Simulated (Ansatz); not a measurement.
**Which method gave which barrier?**

Saddle point of CH8SSn, closed shell (SnH₄S ([SH][SnH3]) + CH₄ → CH₆Sn ([CH3][SnH3]) + H₂S; bonds formed: Sn1–C7, S2–H6; bonds broken: Sn1–S2, H6–C7), PBE0-D4/def2-TZVP structure:

| atom | x (Å) | y (Å) | z (Å) |
| --- | --- | --- | --- |
| Sn1 | -0.7960 | 0.3064 | -0.9446 |
| S2 | 1.6209 | 1.5686 | -0.1335 |
| H3 | -0.0518 | 0.2031 | -2.4675 |
| H4 | -2.0063 | -0.9364 | -0.8965 |
| H5 | -1.5740 | 1.7260 | -0.4249 |
| H6 | 0.8661 | 0.0940 | 0.3619 |
| C7 | 0.2258 | -1.0652 | 0.7411 |
| H8 | 1.0250 | 2.2375 | 0.8668 |
| H9 | 0.2310 | -1.9598 | 0.1166 |
| H10 | 1.1090 | -1.1190 | 1.3882 |
| H11 | -0.6496 | -1.0553 | 1.3922 |

Computed with Ansatz 0.2.0 (basis: def2-TZVPP, with def2-QZVPP for the basis limit); correlated methods freeze the cores. Filled d shells of the heavier atoms are correlated. Core potentials replace the inner electrons of the atoms past krypton. The def2 sets are not built for correlating such inner shells, so the correlated values are less sure here. B3LYP uses VWN-RPA correlation. Extrapolation: Hartree–Fock as exp(−7.88 √X), correlation as X^−2.97. Four methods, as single points on the PBE0-D4 structures, gave these electronic barriers from the start structure: 252.2, 268.0, 291.3, 348.5 kJ/mol.

Problem. The methods were, in alphabetical order, B3LYP-D4, BHLYP-D4, BLYP-D4, HF. Which gave which? (A judgement: the text doesn't fix the answer.)

Solution. The calculation gives: BLYP-D4 252.2; B3LYP-D4 268.0; BHLYP-D4 291.3; HF 348.5 kJ/mol. For comparison, CCSD(T) at an estimated basis limit (MP2 extrapolated from triple and quadruple zeta, plus CCSD(T) − MP2 in triple zeta) gives 268.4 kJ/mol.

The T1 diagnostic stays at or below 0.014. The end structure is not quite a true minimum (one mode of 33i cm⁻¹).

Labels in which every atom is bracketed show which atoms are joined, not bond orders.

For scale, one of the runs: CCSD(T)/def2-TZVPP, 235 basis functions, launched by `ansatz run in.yaml --threads 4 --pin off --events-out ev --progress --plain --max-ram 9574MiB`. Hardware: 4 CPU threads of an Arm Neoverse V2, shared host. Wall time 100 s; peak host memory 4.5 GiB.
